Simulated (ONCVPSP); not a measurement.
## Building the ONCV potential for tantalum (Ta) (PW91, scalar-relativistic).

ONCVPSP 4.0.1 input, shortened (lines: element, Z, core and valence counts, functional; n l f; lmax; l rc ep ncon nbas qcut; lloc lpopt rc5 dvloc0; l nproj debl; icmod fcfact rcfact), PW91, scalar-relativistic:

```
  Ta 73.00   10    4  -109134      upf
    1    0    2.00
    2    0    2.00
    2    1    6.00
    3    0    2.00
    3    1    6.00
    3    2   10.00
    4    0    2.00
    4    1    6.00
    4    2   10.00
    4    3   14.00
    5    0    2.00
    5    1    6.00
    5    2    3.00
    6    0    2.00
    2
    0    1.95    0.00    4    7    7.50
    1    1.45    0.00    5    9    6.50
    2    2.70    0.00    4    9    5.00
    4    5    1.15    0.00
    0    2    1.80
    1    2    0.70
    2    1    0.50
    3    3.00    1.65
```

In the p channel the program set the typed energies aside and used -1.450, 0.250 Ha.

(1) Estimate the cutoffs (Ha) at which the residual kinetic energy of the hardest occupied pseudo-wave falls to 1 and 0.1 mHa per electron.

(2) Does the potential have ghost states?

(3) Which valence shell sets the plane-wave cutoff?

(4) Tests: 5s2 5p6 5d3 6s1; 5s2 5p6 5d3 6s0; 5s2 5p6 5d2 6s0; 5s2 5p6 5d2 6s2 6p1. Which has the largest error in its energy relative to the reference configuration, and how large is it?

Answers

(1) 61 Ha and 118 Ha.

(2) No bound ghost flagged; GHOST(+) flagged for s at 86.4 eV.

(3) 5p: 61 Ha for 1 mHa per electron, against 16 Ha for 5s.

(4) 5s2 5p6 5d2 6s0, with -47 meV (all-electron minus pseudo) on +47.23 eV.
